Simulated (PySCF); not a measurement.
**How methods differ on the excitation energy of W²⁺**

W²⁺ [Xe] 4f14 5d4 (5D) → W²⁺ [Xe] 4f14 5d3 6p1 (high-spin determinant), as a difference of total energies. Computed with PySCF 2.14 in aug-cc-pwCVDZ-PP with ECP60MDF (6s6p5d3f, 70 functions), with scalar relativity through the core potential. Correlated levels: valence: 5s2 5p6 frozen. The calculations carry no spin-orbit coupling.

| method | excitation energy (eV) |
| --- | --- |
| UHF | 7.768 |
| MP2 (valence) | 7.941 |
| SCS-MP2 (valence) | 7.825 |
| CCSD (valence) | 7.860 |
| CCSD(T) (valence) | 7.831 |

How much does correlation contribute at CCSD(T) (valence)?

7.831 − (7.768) = 0.063 eV, measured against UHF.

The determinant of the upper state mixes LS terms, which raises its energy above the lowest term, most at the Hartree-Fock and MP2 levels.
